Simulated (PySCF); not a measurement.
**Bromine: a sound run and one with changed settings**

Sound run: Br [Ar] 3d10 4s2 4p5, Br⁺ [Ar] 3d10 4s2 4p4. All numbers are calculated (PySCF 2.14, the non-relativistic Hamiltonian (point nucleus), in def2-SVP (5s4p3d, 32 functions)). In the sound run the correlated levels freeze [Ar] 3d10. The sound run starts from symmetry-adapted Hartree-Fock orbitals and uses a fine grid where one is needed.

Changed run: initial guess 1e, at most 50 SCF cycles.

```
species   method  sound run (hartree)  changed run (hartree)  converged
     Br      UHF          -2572.08220            -2572.08220        yes
     Br   M06-2X          -2573.84102            -2573.84102        yes
     Br  CCSD(T)          -2572.19582            -2572.19582        yes
    Br⁺     BP86          -2573.62870            -2573.62870        yes
    Br⁺      MP2          -2571.76251            -2571.76251        yes
```

Here the plain start reaches the same solutions.
